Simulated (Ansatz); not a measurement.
Input and output for F$_{2}$H$_{4}$OSi$_{2}$ (`O[Si](F)(F)[SiH3]`).

```yaml
crystal:
  periodic: [false, false, false]
  atoms:
    - {symbol: O, position_ang: [0.246275, 1.857014, 0.435899]}
    - {symbol: Si, position_ang: [0.784697, 0.367650, 0.089686]}
    - {symbol: F, position_ang: [1.734950, 0.412688, -1.186931]}
    - {symbol: F, position_ang: [1.721878, -0.161612, 1.262853]}
    - {symbol: Si, position_ang: [-1.031065, -1.048900, -0.252082]}
    - {symbol: H, position_ang: [0.864314, 2.570826, 0.606082]}
    - {symbol: H, position_ang: [-0.531073, -2.412103, -0.563665]}
    - {symbol: H, position_ang: [-1.841632, -0.542072, -1.388085]}
    - {symbol: H, position_ang: [-1.859943, -1.089791, 0.979043]}
basis:
  gaussian: {orbitals: cc-pVDZ, fitting: {mean_field: cc-pVTZ-jkfit}}
total_charge: -1
magnetization: {spin_polarized: true, initial_magnetization: 1}
hamiltonian: {xc: {name: B2PLYP}}
accuracy: high
```

```sh
$ ansatz run in.yaml --threads 2 --pin off --events-out ev --progress --plain --max-ram 22528MiB --backend cpu
```

Shortened log:

```
Functional definition: B2PLYP
  name "B2PLYP"
  cite "Grimme, J. Chem. Phys. 124, 034108 (2006) doi:10.1063/1.2148954"
  cite "Becke, Phys. Rev. A 38, 3098 (1988) doi:10.1103/PhysRevA.38.3098"
  cite "Lee, Yang & Parr, Phys. Rev. B 37, 785 (1988) doi:10.1103/PhysRevB.37.785"
  parameter a = 0.53
  parameter c = 0.27
  exchange = (1 - a)*b88_x + a*exact_x
  correlation = (1 - c)*lyp_c + c*(mp2_os + mp2_ss)
599 factors; integrals over basis functions are off by at most 1.6e-1 eV
mean field evaluation 1: about -23281.4008 eV, gradient 2.2e1 eV
mean field evaluation 2: about -23281.4030 eV, gradient 2.2e1 eV
mean field evaluation 4: about -23283.5576 eV, gradient 2.9e0 eV
mean field evaluation 8: about -23283.6061 eV, gradient 8.6e-2 eV
mean field evaluation 16: about -23283.6071 eV, gradient 1.0e-3 eV
mean field -23283.60711718 eV, -855.6567793606 hartree, gradient 6.0e-8 eV, S^2 0.753379; 6 other end points of the search recorded, 0 dependent functions left out
13 core orbitals not correlated: weight in the atoms' cores, before any rotation towards them, 1.000 or more for the frozen orbitals, at most 0.000 for the correlated occupied ones
reference -23283.60714568 eV, -855.6567804080 hartree; 17, 16 occupied and 68, 69 virtual orbitals, 599 factors
second order -25.27672653 eV of doubles, -0.00000000 eV of singles
Total energy: -23290.43186184 eV, -855.9075841010 hartree
```

It took 18 s on 2 threads of an AMD EPYC 7R13 on a shared host, with 0.38 GiB of host memory at the peak.
